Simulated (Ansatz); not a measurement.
A run for Ansatz (a program for electronic structure): R-r2SCAN/def2-TZVPP on CH5BS (SMILES BSC), a point of a torsion scan.

Ansatz 0.2 input:
```yaml
crystal:
  periodic: [false, false, false]
  atoms:
    - {symbol: B, position_ang: [1.56827350, 0.02092787, 0.20548917]}
    - {symbol: S, position_ang: [0.11789395, 0.64532206, 0.94146025]}
    - {symbol: C, position_ang: [-1.25320870, -0.00242840, -0.08596414]}
    - {symbol: H, position_ang: [1.50760951, -0.65680110, -0.74350067]}
    - {symbol: H, position_ang: [2.57997181, 0.31399566, 0.70653114]}
    - {symbol: H, position_ang: [-0.85903828, -0.60836324, -0.89320901]}
    - {symbol: H, position_ang: [-1.90098151, -0.59464637, 0.55266772]}
    - {symbol: H, position_ang: [-1.80588785, 0.84405868, -0.48119646]}
basis:
  gaussian:
    orbitals: def2-TZVPP
hamiltonian:
  xc: {name: r2SCAN}
scf: {lower_state_search: off}
```

It printed:

```
WARN ansatz: RAYON_NUM_THREADS=1 ignored (pool sized by the plan → 1); use --threads N
Functional definition: r2SCAN
these checks for a lower state are left out or cut short: stability, starts, cluster_reference, orbital_swaps, neighbouring_geometries, increment
integrals: 0.07 GiB planned
928 factors; their error is unknown
mean field: 0.61 GiB planned
mean field evaluation 1: about -12622.4629 eV, gradient 5.3e1 eV
mean field evaluation 2: about -12616.3054 eV, gradient 6.9e1 eV
mean field evaluation 4: about -12629.5489 eV, gradient 2.4e0 eV
mean field evaluation 8: about -12629.5655 eV, gradient 1.7e-1 eV
mean field evaluation 16: about -12629.5469 eV, gradient 9.7e-5 eV
mean field -12629.54688371 eV, -464.1272873622 hartree, gradient 3.2e-6 eV, S^2 0.000000; 0 other end points of the search recorded, 0 dependent functions left out
reference -12629.54689549 eV, -464.1272877949 hartree; 16, 16 occupied and 158, 158 virtual orbitals, 928 factors
Total energy: -12629.54689549 eV, -464.1272877949 hartree
Checks for a lower state left out: stability, starts, cluster_reference, orbital_swaps, neighbouring_geometries, increment
```

The calculation finished and met its thresholds.

Cost: about 1.8 core-seconds (a rough figure).
